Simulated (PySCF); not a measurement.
# Orbital energies and ionisation energy

Compound: C3H7BF2O3.
SMILES with atom numbers: `[CH3:1][O:2][B:3]([O:4][CH3:5])[O:6][CH:7]([F:8])[F:9]` (hydrogens: H10, H11, H12 on C1; H13, H14, H15 on C5; H16 on C7)

Cartesian coordinates in Å at the PBE0-D3(BJ)/def2-SVP level; atoms count from 1:
```
atom  x, y, z in Å
C1     1.682   -1.753    0.101
O2     0.353   -1.321   -0.059
B3     0.024   -0.009   -0.102
O4     0.966    0.956   -0.048
C5     0.672    2.331   -0.080
O6    -1.307    0.341   -0.229
C7    -2.298   -0.585   -0.214
F8    -3.332   -0.096   -0.908
F9    -2.716   -0.780    1.050
H10    2.401   -0.961   -0.157
H11    1.852   -2.624   -0.549
H12    1.855   -2.061    1.145
H13   -0.382    2.519   -0.335
H14    0.885    2.779    0.903
H15    1.317    2.817   -0.827
H16   -1.988   -1.554   -0.638
```

Level: CAM-B3LYP/def2-SVPD (PySCF). Frontier orbitals with their largest atomic shares (Löwdin; up to four atoms above 4 %):

| orbital | ε (eV) | main atoms |
| --- | --- | --- |
| HOMO−3 | -11.31 | O2 26 %, O4 22 %, C5 11 %, C1 8 % |
| HOMO−2 | -11.04 | O4 26 %, O2 18 %, C1 12 %, C5 12 % |
| HOMO−1 | -10.75 | O6 24 %, O4 18 %, O2 17 %, C1 8 % |
| HOMO | -10.13 | ? |
| LUMO | 0.83 | B3 48 %, C1 10 %, C5 8 %, O4 5 % |
| LUMO+1 | 1.59 | C5 20 %, C1 13 %, H15 10 %, H14 10 % |
| LUMO+2 | 1.80 | C7 13 %, C1 10 %, O2 9 %, H16 9 % |

Problem. What vertical ionisation energy does ΔSCF give, and how far is −ε(HOMO) from it?

Solution. ΔSCF: 10.99 eV (1060 kJ/mol; threshold wavelength 113 nm); ⟨S²⟩ of the doublet left behind is 0.767, against 0.75 for a pure doublet. −ε(HOMO) is 10.13 eV, 0.86 eV below it. In exact Kohn–Sham theory the two would be equal; CAM-B3LYP (range-separated hybrid) falls short of its own ΔSCF value by 8 %. Holes in the HOMO−1 and HOMO−2 were tried too where these lie within 1.2 eV of the HOMO; the lowest converged state counts.

Problem. On which atoms does the HOMO lie?

Solution. O2 (boron-bound oxygen) 32 %, O4 (boron-bound oxygen) 30 %, C5 (methoxy carbon) 9 %, C1 (methoxy carbon) 8 %, so no atom holds as much as 40 %. The HOMO−1 lies 0.62 eV lower.

Problem. With α = 64.4 au, estimate the like-pair dispersion coefficient by London's formula C6 = (3/4)α²I.

Solution. I = 0.4038 Eh, so C6 ≈ 1260 au; the Casimir–Polder integral at the same level gives 2100 au, 1.67 times as much.

Problem. What kinetic energy would electrons from this vertical process carry with He II light (40.814 eV)?

Solution. 40.81 − 10.99 = 29.82 eV.

Problem. Shift the occupied levels rigidly so that −ε(HOMO) equals the ΔSCF value. What binding energies result?

Solution. The shift is +0.86 eV: HOMO 10.99, HOMO−1 11.61, HOMO−2 11.90, HOMO−3 12.17 eV. A rigid shift is only a rough guide to the deeper ionisations.

Problem. What total energies stand behind the ΔSCF value?

Solution. E(N) = -568.30754 Eh and E(N − 1) = -567.90371 Eh at the same geometry, 0.40383 Eh apart.

Geometry: PBE0-D3(BJ)/def2-SVP, one conformer, isolated molecule.

The run behind these numbers computed excited states and ΔSCF ions as well. On Arm Neoverse V1, one thread (shared host), this took 7.5 min (grids of density and orbitals included) and 1.4 GiB of memory at its peak.
